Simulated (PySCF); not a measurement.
C5H9NOSi.
Structure used (GFN2-xTB), in Å, numbered top down from 1:
```
atom  x, y, z in Å
C1    -0.879   -2.150   -0.138
C2    -0.687   -0.688    0.112
C3     0.262   -0.395    1.204
N4     1.328    0.255    1.143
Si5    2.215    1.096   -0.069
C6    -1.324    0.253   -0.600
C7    -1.238    1.686   -0.351
O8    -1.769    2.525   -1.036
H9     0.077   -2.616   -0.378
H10   -1.261   -2.634    0.761
H11   -1.573   -2.321   -0.956
H12    0.009   -0.871    2.158
H13    1.615    1.229   -1.401
H14    2.414    2.403    0.547
H15    3.442    0.306   -0.143
H16   -1.986   -0.034   -1.407
H17   -0.652    1.967    0.544
```

Method used: TDDFT B3LYP/def2-SVPD, vertical, gas phase, core orbitals frozen in the response (PySCF).

Kohn–Sham orbitals with the atoms that hold most of them (Löwdin shares over 4%, at most four atoms; ? is withheld):

| orbital | ε (eV) | atoms |
| --- | --- | --- |
| HOMO-3 | -9.17 | Si5 21%, N4 19%, C3 16%, H15 15% |
| HOMO-2 | -8.02 | C6 29%, C2 25%, O8 13%, C7 6% |
| HOMO-1 | -7.40 | ? |
| HOMO | -7.01 | N4 48%, C3 11%, O8 10%, Si5 8% |
| LUMO | -2.44 | ? |
| LUMO+1 | -1.31 | C3 28%, N4 21%, C7 9%, C2 8% |
| LUMO+2 | -0.02 | Si5 23%, C1 15%, C3 8%, H9 7% |

(1) Which atoms hold the LUMO, and with what shares?

(2) Which atoms hold the HOMO-1, and with what shares?

(3) How does S1 compare with the orbital gap of 4.57 eV?

(4) Give energy, strength and leading configuration of S1, S2, S3, S4 and S5, and follow the Löwdin shares of the leading atoms from the occupied to the empty orbital.

## Answers

(1) C2 (bonded to 3 C) 21%; O8 (bonded to C) 18%; C7 (bonded to C, O and H) 16%; C6 (bonded to 2 C and H) 14%. By element: carbon 51% or more, oxygen 18%.

(2) O8 (bonded to C) 54%; C7 (bonded to C, O and H) 12%; N4 (bonded to C and Si) 10%; C6 (bonded to 2 C and H) 7%. By element: oxygen 54%, carbon 20% or more, nitrogen 10%.

(3) S1 is at 3.33 eV (f = 0.0001), 1.25 eV below the gap, made of HOMO→LUMO (80%), HOMO-1→LUMO (15%). Without the coupling terms of the response equations the lowest excitation would equal the gap.

(4) 
- S1 (3.33 eV, f 0.0001), HOMO→LUMO (80%): N4 48% → at most 14%, C3 11% → at most 14%, C2 at most 9% → 21%, O8 10% → 18%
- S2 (3.58 eV, f 0.0012), HOMO-1→LUMO (74%): O8 54% → 18%, C7 12% → 16%, C2 at most 8% → 21%
- S3 (4.41 eV, f 0.0032), HOMO→LUMO+1 (83%): N4 48% → 21%, C3 11% → 28%
- S4 (5.09 eV, f 0.0020), HOMO-1→LUMO+1 (88%): O8 54% → at most 8%, C7 12% → 9%, C3 at most 8% → 28%, N4 10% → 21%
- S5 (5.24 eV, f 0.199), HOMO-2→LUMO (84%): C6 29% → 14%, C2 25% → 21%, O8 13% → 18%

Löwdin shares depend on the basis, the more so with diffuse functions.

Hardware: one thread, Arm Neoverse V1 (aarch64), on a shared host. Cost: 54 s wall, 0.97 GiB resident at most.

One conformer stands for the species.
